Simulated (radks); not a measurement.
Excited configurations of Cl8+: one electron is placed in a higher orbital outside [He] 2s2 2p4. The ground configuration is [He] 2s2 2p5. All-electron calculation, non-relativistic Kohn-Sham, LDA (Slater exchange, Perdew-Wang correlation), spin-polarised, spherical densities, point nucleus; open shells are filled with parallel spins first. Program: a radial shooting solver on a logarithmic mesh with Libxc functionals. Excitation = E - E(ground); binding = E(ion) - E, where the ion is the core of charge +9; n* = 9/sqrt(2 binding) in atomic units, and the quantum defect is n - n*.

outer orbital  excitation (eV)  binding (eV)  quantum defect  eigenvalue (eV)
3p                      249.27        151.72           0.305          -143.13
3d                      270.00        130.99           0.099          -121.47
4s                      314.42        86.567           0.432          -82.443
4p                      320.12        80.874           0.309          -76.808
4d                      327.51        73.483           0.127          -69.336
6s                      365.20        35.788           0.451          -34.211
6p                      366.74        34.249           0.327          -32.707
6f                      369.77        31.217           0.058          -29.652
7s                      375.20        25.788           0.463          -24.680
7p                      376.15        24.844           0.340          -23.760

The Delta-SCF ionisation energy is 400.99 eV (NIST Atomic Spectra Database: 400.85 eV, measured). Self-interaction in the functional shifts the binding energies and quantum defects, so they are the method's values and not measured ones. Open shells are spherical and high-spin; term and fine-structure splittings are not resolved.
